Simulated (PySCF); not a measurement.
ZrOCl2: from structure and modes to constants

All numbers come from PBE0/[Zr def2-SVP with ECP28, O def2-SVP, Cl def2-SVP], scalar-relativistic core potentials, density fitting, no spin–orbit coupling, PySCF.

The singlet minimum has Cs symmetry. Masses (u): Zr 89.90470, O 15.99492, Cl 34.96885.

```xyz
4
charge 0 multiplicity 1, angstrom
Zr    0.0000   -0.1552    0.2684
O     0.0000    0.3015    1.9312
Cl    2.1058    0.1503   -0.7967
Cl   -2.1058    0.1503   -0.7967
```

Harmonic wavenumbers (cm⁻¹): 59.5 (a', ×1), 107.5 (a', ×1), 198.3 (a'', ×1), 369.4 (a', ×1), 428.4 (a'', ×1), 1001.9 (a', ×1).

Question: Find the principal moments of inertia and the rotational constants. What kind of rotor is it?

Answer: About the centre of mass I = 115.71, 315.26, 420.74 u Å². With B = 16.8576/I this gives 0.1457, 0.05347, 0.04007 cm⁻¹. The molecule is an asymmetric top with κ = -0.75.

Question: Find the vibrational entropy and heat capacity at 298.15 K.

Answer: With u = 1.43878 ω/T, each mode gives S = R[u/(eᵘ−1) − ln(1−e⁻ᵘ)] and C = R u² eᵘ/(eᵘ−1)².
| ω (cm⁻¹) | u | S (J/(mol K)) | C (J/(mol K)) |
| --- | --- | --- | --- |
| 59.5 | 0.287 | 18.71 | 8.26 |
| 107.5 | 0.519 | 13.87 | 8.13 |
| 198.3 | 0.957 | 8.99 | 7.71 |
| 369.4 | 1.782 | 4.53 | 6.42 |
| 428.4 | 2.067 | 3.61 | 5.89 |
| 1001.9 | 4.835 | 0.39 | 1.57 |
The sums over all modes are S = 50.1 and C = 38.0 J/(mol K); the softest mode gives 37 % of the entropy.

Other isomers or separated fragments may lie lower.
